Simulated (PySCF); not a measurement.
Species: C₃H₇BSi.
Structure used (PBE0-D3(BJ)/def2-SVP), in Å, numbered top down from 1:
```
atom  x, y, z in Å
B1     1.6711   -0.2666    0.6612
C2     0.7228   -0.1103   -0.5023
Si3   -0.6547   -1.0868    0.5252
C4    -0.6188    0.5030   -0.3826
C5    -1.2538    1.5724   -0.8509
H6     1.4328    0.2703    1.7217
H7     2.6615   -0.9484    0.5346
H8     0.9708   -0.5774   -1.4678
H9    -1.1770   -2.2935   -0.1613
H10   -0.6662   -1.1566    2.0036
H11   -2.3073    1.7538   -0.6222
H12   -0.7379    2.3128   -1.4731
```

The calculation used PySCF 2.14.0, PBE0-D3(BJ)/def2-SVP geometry optimisation, gas phase.

Take the most abundant isotopes and a rigid rotor. The values belong to one conformer with, in the numbering `[BH2:1][C@H:2]1[SiH2:3][C:4]1=[CH2:5]`, H–B1–C2–Si3 -65° and 114°.

**Question.** Give the principal moments of inertia and the rotational constants in MHz.

**Answer.** Ia = 82.62, Ib = 138.43, Ic = 195.01 u·Å²; 505379 MHz·u·Å²/I gives A = 6117, B = 3651, C = 2592 MHz.

**Question.** Classify the top.

**Answer.** An asymmetric top: κ = (2 × 3651 − 6117 − 2592)/(6117 − 2592) = -0.40.

**Question.** What does the inertial defect say?

**Answer.** Not planar: Δ = Ic − Ia − Ib = -26.03 u·Å². For a rigid frame Δ = −2 Σ m c², so Σ m c² = 13.02 u·Å² lies off the ab plane: 8.21 from hydrogen and 4.80 from heavier atoms. The atom farthest from that plane is 1.60 Å away.

**Question.** Predict some low-J microwave lines.

**Answer.** The dipole components are |μa| = 0.96 D, |μb| = 1.62 D, |μc| = 0.68 D. Intensities carry the squares of the components, which stand as 0.35 : 1.00 : 0.18 (a : b : c). Some lines, for components of 0.1 D or more:

```csv
type,branch,"J(Ka,Kc)",MHz,lower level (cm⁻¹)
a,Q,"1(1,0) ← 1(1,1)",1059,0.290
c,Q,"2(1,2) ← 2(0,2)",1682,0.616
c,Q,"1(1,1) ← 1(0,1)",2466,0.208
a,Q,"2(1,1) ← 2(1,2)",3178,0.672
b,Q,"2(1,1) ← 2(0,2)",4859,0.616
a,R,"1(0,1) ← 0(0,0)",6242,0.000
c,Q,"2(2,1) ← 2(1,1)",7399,0.778
b,R,"1(1,1) ← 0(0,0)",8709,0.000
c,R,"1(1,0) ← 0(0,0)",9768,0.000
b,Q,"2(2,1) ← 2(1,2)",10577,0.672
a,R,"2(1,2) ← 1(1,1)",11425,0.290
a,R,"2(0,2) ← 1(0,1)",12210,0.208
b,R,"2(1,2) ← 1(0,1)",13892,0.208
c,R,"2(1,1) ← 1(0,1)",17070,0.208
c,R,"2(2,0) ← 1(1,0)",21217,0.326
c,R,"2(2,1) ← 1(1,1)",22002,0.290
b,R,"2(2,0) ← 1(1,1)",22277,0.290
```

No frequency check. No vibrational averaging or centrifugal distortion is included, and the geometry carries the error of its method. Quadrupole hyperfine structure (11B) is left out.

Time: 47 s of wall time; peak memory 0.46 GiB. Hardware: one thread of an Arm Neoverse V1, shared host with 32 logical CPUs at a one-minute load of 32. These figures are those of the optimisation.
